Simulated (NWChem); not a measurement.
A series in which one site is exchanged, each optimised at PBE0/def2-SVP with NWChem, gas phase unless a solvent is named. All stand in one matching conformer (torsions within 35°), which need not be the lowest. For some, no frequency run checked for a minimum. def2 effective core potentials on In; no spin-orbit coupling.

A: [SH][Ga]([SH])[Cl] (GaH₂S₂Cl; site = Ga)
B: [SH][In]([SH])[Cl] (InH2S2Cl; site = In)
C: [SH][Al]([SH])[Cl] (AlH$_{2}$S$_{2}$Cl; site = Al)
D: SB(S)Cl (BH2S2Cl; site = B)

Values for A:

```
Quantity                                                  Value
--------------------------------------------------------  -----
orbital gap (eV), PBE0/def2-SVP                            6.76
static polarisability, CAM-B3LYP/def2-SVPD (bohr³)         84.9
lowest singlet excitation, CAM-B3LYP/def2-SVPD, TDA (eV)   5.29
```

Q: How do these values change for the other members?

A: 
```csv
change from A,B,C,D
"orbital gap (eV), PBE0/def2-SVP",-1.13,+0.41,+0.29
"static polarisability, CAM-B3LYP/def2-SVPD (bohr³)",+11.1,-4.2,-14.8
"lowest singlet excitation, CAM-B3LYP/def2-SVPD, TDA (eV)",-0.90,+0.43,+0.59
```
